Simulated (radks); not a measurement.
The numbers below are computed, except where a source is named.
The samarium ion Sm3+, configuration [Xe] 4f4 5f1 (not the ground configuration).

Level of theory: Dirac Kohn-Sham, exchange-only PBE, spin-unpolarised, spherical densities, point nucleus; open shells fill j = l - 1/2 first (a radial shooting solver on a logarithmic mesh with Libxc functionals).

Energy parts (eV):
| part | energy |
|---|---|
| total | -283779.80 |
| kinetic | 307853.59 |
| electron-nucleus | -693032.30 |
| Hartree | 107694.37 |
| exchange | -6295.46 |

Orbitals (lengths in bohr, moments of r in powers of bohr; <r^-3> diverges for s and p1/2; r(max) is where P^2 peaks):
\begin{tabular}{lrrrrr}
orbital & occ. & eigenvalue (eV) & <r^-3> & <r^4> & r(max) \\ \hline
1s1/2 & 2 & -46677.66 & - & 1.317e-06 & 0.01449 \\
2s1/2 & 2 & -7660.510 & - & 0.0002114 & 0.08231 \\
2p1/2 & 2 & -7262.702 & - & 0.0001315 & 0.06237 \\
2p3/2 & 4 & -6659.878 & 8887 & 0.0001696 & 0.06800 \\
3s1/2 & 2 & -1713.822 & - & 0.008332 & 0.2339 \\
3p1/2 & 2 & -1542.785 & - & 0.007633 & 0.2209 \\
3p3/2 & 4 & -1420.772 & 1855 & 0.009238 & 0.2329 \\
3d3/2 & 4 & -1124.309 & 309.2 & 0.006804 & 0.1858 \\
3d5/2 & 6 & -1097.823 & 277.1 & 0.007218 & 0.1892 \\
4s1/2 & 2 & -375.4788 & - & 0.2054 & 0.5391 \\
4p1/2 & 2 & -309.7906 & - & 0.2351 & 0.5446 \\
4p3/2 & 4 & -282.6925 & 413.2 & 0.2831 & 0.5700 \\
4d3/2 & 4 & -174.4687 & 58.46 & 0.4064 & 0.5805 \\
4d5/2 & 6 & -169.5748 & 51.77 & 0.4311 & 0.5887 \\
5s1/2 & 2 & -78.3837 & - & 5.986 & 1.230 \\
5p1/2 & 2 & -59.3999 & - & 9.118 & 1.328 \\
5p3/2 & 4 & -55.1060 & 65.18 & 11.08 & 1.393 \\
4f5/2 & 4 & -43.3162 & 7.474 & 1.885 & 0.5931 \\
4f7/2 & 0 & -42.6619 & 7.252 & 1.962 & 0.5975 \\
5f5/2 & 1 & -11.3617 & 0.2726 & 630.9 & 3.655 \\
5f7/2 & 0 & -11.3386 & 0.2701 & 637.9 & 3.670 \\
\end{tabular}

The highest occupied level is 5f5/2 at -11.362 eV. The configuration is held as typed, so some empty levels lie below it. The density falls to 0.001 e/bohr^3 at r = 4.43 bohr.
